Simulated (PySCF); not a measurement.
Record of a relaxation.

Compound: chlorogermylene, ClGeH (singlet state).
Numbering: `[Cl:1][GeH:2]` (hydrogens: H3 on Ge2)

Computed by this run: PBE0-D3(BJ)/def2-SVP geometry optimisation, gas phase in PySCF 2.14.0; density fitting, grid level 1; the optimiser is geomeTRIC in internal coordinates, started from a GFN2-xTB structure with every atom displaced at random (about 0.01 Å). The frame can shift and turn from step to step; on so coarse a grid that alone can change the energy by a few meV, and forces under 0.02 eV/Å are noise.

Step 0: E = -69035.0565 eV, largest atomic force 0.943 eV/Å
```
atom  x, y, z in Å  |  force x, y, z in eV/Å
Cl1     1.565   -0.326    0.002    0.372  -0.254   0.009
Ge2    -0.274    0.813   -0.015   -0.869  -0.367  -0.003
H3     -1.286   -0.522   -0.006    0.497   0.620  -0.006
```

Step 1: E = -69035.0679 eV, largest atomic force 0.768 eV/Å
```
atom  x, y, z in Å  |  force x, y, z in eV/Å
Cl1     1.508   -0.297   -0.350   -0.100   0.158  -0.055
Ge2    -0.450    0.717   -0.245    0.522   0.341  -0.349
H3     -1.052   -0.455    0.576   -0.422  -0.499   0.404
```

Step 2: E = -69035.0929 eV, largest atomic force 0.145 eV/Å
```
atom  x, y, z in Å  |  force x, y, z in eV/Å
Cl1     1.532   -0.283   -0.367   -0.100   0.072  -0.008
Ge2    -0.427    0.715   -0.251    0.120  -0.080   0.006
H3     -1.098   -0.468    0.599   -0.020   0.007   0.002
```

Step 3: E = -69035.0936 eV, largest atomic force 0.039 eV/Å
```
atom  x, y, z in Å  |  force x, y, z in eV/Å
Cl1     1.532   -0.279   -0.368   -0.033   0.021  -0.002
Ge2    -0.423    0.711   -0.250    0.030  -0.019   0.003
H3     -1.103   -0.467    0.600    0.002  -0.002  -0.001
```

Step 4: E = -69035.0937 eV, largest atomic force under 0.02 eV/Å
```
atom  x, y, z in Å  |  force x, y, z in eV/Å
Cl1     1.530   -0.279   -0.368    0.003   0.004  -0.006
Ge2    -0.422    0.711   -0.251   -0.004  -0.007   0.008
H3     -1.102   -0.467    0.600    0.001   0.002  -0.002
```

**Question.** Summarise the path.

**Answer.** The energy falls by 3.59 kJ/mol from step 0 to step 4; nine tenths of that is first reached at step 2. It falls at every step. The largest force goes from 0.943 to under 0.02 eV/Å. Among the bonds Ge2–H3 changes most, from 1.675 to 1.604 Å; the atoms move by 0.035 Å rms after alignment.

**Question.** Follow the energy, the force and the coordinates that change most from start to end.

**Answer.** 
| step | E above end (kJ/mol) | largest force (eV/Å) | Ge2–H3 (Å) | Cl1–Ge2 (Å) | Cl1–Ge2–H3 (°) |
| --- | --- | --- | --- | --- | --- |
| 0 | 3.59 | 0.943 | 1.675 | 2.163 | 95.4 |
| 1 | 2.49 | 0.768 | 1.552 | 2.208 | 91.3 |
| 2 | 0.07 | 0.145 | 1.603 | 2.202 | 93.8 |
| 3 | 0.01 | 0.039 | 1.604 | 2.195 | 94.3 |
| 4 | 0.00 | under 0.02 | 1.604 | 2.193 | 94.3 |

The cost below is that of the whole optimisation. Time: 7.3 s; peak memory 0.27 GiB. Hardware: one thread of an Arm Neoverse N1, on a shared host.
